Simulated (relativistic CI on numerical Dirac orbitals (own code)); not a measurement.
## What each ingredient does to the levels of Sr IV

Base calculation: Dirac-Coulomb-Breit CI, orbitals from a KLI potential per configuration, model QED (radiative potential, 1s self-energy scaled to tabulated hydrogen-like ionisation energies), valence Slater integrals scaled by 0.85, P86 correlation energy added to each configuration.

Configurations in the expansion (outside the closed core [Ar] 3d10): 4s2.4p5, 4s.4p6, 4s2.4p4.4d, 4s2.4p4.4f, 4s.4p5.4d, 4s2.4p4.5s, 4s2.4p4.5p, 4s.4p5.4f, 4s2.4p4.5d, 4s2.4p4.6s, 4s2.4p4.6p, 4s2.4p4.6d, 4s2.4p4.5f, 4p5.4d2, 4p4.4d3, 4p4.4d2.4f, 4p4.4d2.5s, 4p4.4d2.5p. Double excitations out of closed p, d and f shells are left out; levels of such configurations are missing from the list, as are those of other unlisted configurations, and high levels can miss mixing partners. These lack a partner that the ground configuration has and come out too high: 4s2.4p4.5d, 4s2.4p4.6s, 4s2.4p4.6p, 4s2.4p4.6d, 4s2.4p4.5f.

Variants: (1) valence Slater integrals scaled by 0.75; (2) self-excluded LDA correlation estimate; (3) Breit term removed; (4) non-relativistic limit. Shifts of the energy above 4s2.4p5 2P°_3/2, in cm⁻¹, for the lowest level and the first level of each name with at least 55 % of one term (blank where a level changes its place among those of its configuration and J or its character, or is not in the variant):

```csv
Level,Base,Δ(1),Δ(2),Δ(3),Δ(4),Measured
4s2.4p5 2P°_3/2,0.0,0.0,0.0,0.0,0.0,0.0
4s2.4p5 2P°_1/2,9659.3,+14.3,+0.1,+182.3,-9659.2,9727.9
4s.4p6 2S_1/2,156455.5,+4565.9,+133.6,+124.9,-12516.1,150504.1
4s2.4p4.4d 4D_7/2,190884.9,+2292.2,-22.5,+268.4,-4894.6,187160.3
4s2.4p4.4d 4D_5/2,191003.1,+2240.4,-22.5,+241.4,-5012.8,187200.7
4s2.4p4.4d 4D_3/2,191898.0,+2210.6,-22.4,+240.1,-5907.7,188024.1
4s2.4p4.4d 4D_1/2,193082.7,+2238.3,-22.2,+267.3,-7092.4,189119.6
4s2.4p4.4d 4F_9/2,200412.1,+986.5,-30.5,+239.9,-2458.1,197060.0
4s2.4p4.4d 4F_7/2,203937.7,+861.4,-29.8,+268.0,-5983.7,200340.0
4s2.4p4.4d 2P_1/2,205836.9,+659.1,-23.4,+259.2,-3041.2,200529.2
4s2.4p4.4d 4F_5/2,206852.3,+1034.9,-29.8,+337.2,-8898.3,203344.4
4s2.4p4.4d 4F_3/2,207811.7,+809.8,-29.6,+317.1,-9857.7,204179.7
4s2.4p4.4d 4P_1/2,208831.7,+243.6,-22.3,+252.6,-3827.9,204743.5
4s2.4p4.4d 4P_3/2,209236.6,+402.9,-22.3,+276.5,,204809.0
4s2.4p4.4d 2D_3/2,211014.0,+197.5,-20.7,+287.7,,206524.1
4s2.4p4.4d 2F_7/2,211780.9,+67.7,-29.1,+291.4,-2934.3,207478.2
4s2.4p4.4d 4P_5/2,212849.3,+109.5,-16.8,+329.9,-7845.5,208937.8
4s2.4p4.4d 2D_5/2,216249.5,-16.0,-21.6,+373.1,-8696.7,211973.1
4s2.4p4.4d 2G_9/2,219076.0,-275.1,-30.4,+389.6,-8461.1,215187.7
4s2.4p4.4d 2G_7/2,219399.1,-325.6,-30.2,+357.4,-8784.2,215188.4
4s2.4p4.4d 2F_5/2,219614.4,-235.8,-26.9,+390.2,-10767.8,214946.0
4s2.4p4.5s 4P_5/2,235142.5,+191.7,+885.7,+120.2,+3039.3,228654.2
```

For a near-neutral ion this model can misplace configurations by up to about 10,000 cm⁻¹ (more where the count of f electrons changes) and terms by 10 to 25 % of their spread. Rates follow the energies as ν³ (E1, M1) or ν⁵ (E2), so they and the lifetimes can be off by large factors. The fine structure of a lone outer electron comes out too small, for d and f at times inverted, and misplaced configurations move strength between like terms. 59 of the 69 excited levels that our extract of the measured tables holds in this range could be paired (the sources list more); they are missed by 6470 cm⁻¹ on average and 28643 at most, and levels without a partner can miss by more.

Measured levels: Sansonetti, J. Phys. Chem. Ref. Data 41, 013102 (2012).

Ionisation energy from the two ground configurations alone: base 56.43 eV; valence Slater integrals scaled by 0.75 56.52 eV; self-excluded LDA correlation estimate 56.72 eV; Breit term removed 56.45 eV. The NIST ASD value (semi-empirical) is 56.28 eV.

LS names give the leading component of a level, which can be under half, so a name can repeat, a term be missing and a line seem to break the LS rules.
